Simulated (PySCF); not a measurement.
GeO2, SMILES [O]=[Ge]=[O]. Atoms are numbered in the order given.

```xyz
3

Ge     0.0000     0.0000     0.0000
O      0.0000     0.0000    -1.6229
O      0.0000     0.0000     1.6229
```
Charge 0, spin multiplicity 1.

Coordinates come from a TPSSh-D3(BJ)/def2-TZVP optimisation.

Level of theory: TDA-B3LYP/def2-SVPD (PySCF).

Vertical excitations; the highest root listed may be one member of a degenerate set. The molecule is in vacuum. State labels are in the subgroup D2h.

Computed lowest excited states:
```csv
state,symmetry,energy (eV),λ (nm),f,main pairs
S1,B3g,3.99,310,0.000,HOMO→LUMO (degenerate set)
S2,B2g,3.99,310,0.000,HOMO−1→LUMO (degenerate set)
S3,B2u,5.47,227,0.062,HOMO−3→LUMO (degenerate set)
S4,B3u,5.47,227,0.062,HOMO−2→LUMO (degenerate set)
S5,Au,5.83,213,0.000,"HOMO→LUMO+2 50 %, HOMO−1→LUMO+1 50 %"
S6,B1u,5.94,209,0.018,"HOMO−4→LUMO 62 %, HOMO−1→LUMO+2 19 %, HOMO→LUMO+1 19 %"
S7,Au,6.02,206,0.000,"HOMO−1→LUMO+1, HOMO→LUMO+2 (degenerate set)"
S8,B1u,6.02,206,0.000,"HOMO→LUMO+1, HOMO−1→LUMO+2 (degenerate set)"
S9,B1g,7.04,176,0.000,"HOMO−3→LUMO+2 50 %, HOMO−2→LUMO+1 50 %"
S10,B1g,7.30,170,0.000,"HOMO−2→LUMO+1 50 %, HOMO−3→LUMO+2 50 %"
T1,B3g,3.44,361,0,HOMO→LUMO (degenerate set)
T2,B2g,3.44,361,0,HOMO−1→LUMO (degenerate set)
T3,B2u,4.63,268,0,HOMO−3→LUMO (degenerate set)
T4,B3u,4.63,268,0,HOMO−2→LUMO (degenerate set)
```
Triplets are in the Tamm–Dancoff approximation.
